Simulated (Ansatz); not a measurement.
Relaxation of Si5Cl2 (charge 0, singlet) with RKS r2SCAN-D4/def2-SVP in Ansatz.

Positions (Å) and forces (eV/Å) at steps 43, 44 of 44:

```xyz
7
step=43 energy=-64408.2506 eV rejected
Si    0.558    1.112   -0.096    0.021   -0.018   -0.012
Si   -0.619    0.442    1.763   -0.010    0.019    0.015
Si    1.243   -0.490   -1.745   -0.005   -0.009    0.016
Si   -1.009   -0.742   -0.271   -0.007    0.013   -0.026
Si   -2.111   -1.302    1.650    0.009   -0.015    0.006
Cl    2.146   -1.914   -0.424   -0.005    0.017   -0.004
Cl   -0.208    2.893   -0.878   -0.001   -0.007    0.006
7
step=44 energy=-64408.2511 eV
Si    0.560    1.114   -0.096   -0.013    0.004   -0.002
Si   -0.625    0.447    1.759   -0.005   -0.010   -0.003
Si    1.238   -0.493   -1.741    0.008   -0.010   -0.003
Si   -1.016   -0.732   -0.279    0.006    0.003    0.013
Si   -2.091   -1.319    1.651    0.002    0.006   -0.002
Cl    2.136   -1.915   -0.416   -0.004    0.008   -0.005
Cl   -0.201    2.898   -0.879    0.006   -0.001    0.002
```

The structure comes from a short search, and lower isomers may exist.
